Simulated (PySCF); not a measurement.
HfIH3, SMILES [I][HfH3], multiplicity 1.

Coordinates come from a B3LYP-D3(BJ)/def2-TZVP optimisation. The spin state was assumed, not searched. The def2 effective core potentials stand for the cores of Hf, I; spin–orbit coupling is left out.

Method: ωB97X/def2-TZVPD run with PySCF.

Gas-phase values at a fixed geometry.

```json
{
 "total_energy": "-347.59953 hartree",
 "point_group": "C3v",
 "highest_occupied_level": "-10.50 eV",
 "lowest_empty_level": "-0.22 eV",
 "orbital_gap": "10.28 eV",
 "dipole_moment": "0.26 D",
 "quadrupole, principal values (traceless, Buckingham form, about the centre of nuclear charge)": "-1.09, -1.09, 2.19 D·Å",
 "mean_static_polarisability": "82.3 bohr³ (12.19 Å³)",
 "polarisability_principal_values": "73.1, 73.1, 100.5 bohr³"
}
```
